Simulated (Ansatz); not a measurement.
Mulliken charges of C3H4BFO, SMILES `BC(F)OC#C` from r2SCAN/def2-TZVPP in Ansatz (PBE0-D4/def2-TZVP geometry).

| atom | x (Å) | y (Å) | z (Å) | charge (e) |
| --- | --- | --- | --- | --- |
| B1 | -0.244 | -1.948 | -0.020 | 0.017 |
| C2 | -0.460 | -0.460 | 0.483 | 0.251 |
| F3 | -1.743 | -0.188 | 0.863 | -0.205 |
| O4 | -0.173 | 0.273 | -0.712 | -0.256 |
| C5 | 0.413 | 1.423 | -0.568 | 0.097 |
| C6 | 0.967 | 2.480 | -0.473 | -0.283 |
| H7 | -1.142 | -2.503 | -0.569 | 0.037 |
| H8 | 0.827 | -2.454 | 0.113 | 0.027 |
| H9 | 0.197 | -0.101 | 1.280 | 0.066 |
| H10 | 1.442 | 3.427 | -0.394 | 0.249 |

Question: By hand: the dipole of these point charges (1 e Å = 4.8032 D).

Answer: Σ q r = (0.401, -0.056, 0.173) e Å, of length 0.440 e Å = 2.11 D.

Question: How does the dipole of the full density compare? (An estimate is asked.)

Answer: Ansatz gave: (0.239, -0.189, 0.184) e Å, 1.71 D; the point charges give 1.23 times that, at 28° from its direction.

Point charges leave out the atoms' own dipoles, such as those of lone pairs, and Mulliken's split depends on the basis, so the two needn't agree.
